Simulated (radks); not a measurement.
Values are calculated unless marked as measured or tabulated.
Neutral tellurium, 52 electrons, occupied as [Kr] 4d10 5s2 5p4 (the NIST ground configuration).

Level of theory: scalar-relativistic Kohn-Sham, PBEsol, spin-polarised, spherical densities, point nucleus; open shells are filled with parallel spins first (spin-orbit coupling, left out, can overturn this in heavy ions) (a radial shooting solver on a logarithmic mesh with Libxc functionals).

Energy parts (hartree):
part                        energy
total                  -6791.60814
kinetic                 7115.52798
electron-nucleus      -16432.60815
Hartree                 2698.09489
exchange-correlation    -172.62286

Orbitals (lengths in bohr, moments of r in powers of bohr; <r^-3> diverges for s and p1/2; r(max) is where P^2 peaks; r(90%) holds 90 % of the orbital's charge):
orbital  occ.  eigenvalue (hartree)      <r^4>   r(max)  r(90%)  <r^-3>
1s up       1             -1161.763  2.875e-06  0.01794  0.0500       -
1s down     1             -1161.761  2.875e-06  0.01794  0.0500       -
2s up       1             -178.1627  0.0004932   0.1014   0.185       -
2s down     1             -178.1618  0.0004932   0.1014   0.185       -
2p up       3             -159.9599  0.0003558  0.08124   0.171    5392
2p down     3             -159.9583  0.0003558  0.08124   0.171    5392
3s up       1             -35.44340    0.02146   0.2928   0.474       -
3s down     1             -35.44173    0.02146   0.2928   0.474       -
3p up       3             -29.52738    0.02259   0.2864   0.481    1020
3p down     3             -29.52550    0.02259   0.2864   0.481    1020
3d up       5             -20.57646    0.01997   0.2378   0.467   140.5
3d down     5             -20.57470    0.01997   0.2378   0.467   140.5
4s up       1              -6.03043     0.6468   0.7008    1.10       -
4s down     1              -6.02669     0.6458   0.7009    1.10       -
4p up       3              -4.19629     0.9104   0.7379    1.20   194.6
4p down     3              -4.19231     0.9064   0.7380    1.20   194.7
4d up       5              -1.52826      2.209   0.8112    1.50   19.53
4d down     5              -1.52107      2.152   0.8110    1.49   19.62
5s up       1              -0.57467      38.10    1.798    3.06       -
5s down     1              -0.53018      38.23    1.783    3.06       -
5p up       3              -0.23775      110.6    2.170    3.99   16.05
5p down     1              -0.19184      127.4    2.163    4.12   15.84

The highest occupied level is 5p down at -5.220 eV. Spin moment in Bohr magnetons: 2. The density falls to 0.001 e/bohr^3 at r = 4.60 bohr. Summed over all electrons, <r^2> = 61.70 bohr^2, which gives a Langevin (diamagnetic) susceptibility term of -48.9 x 10^-6 cm^3/mol.
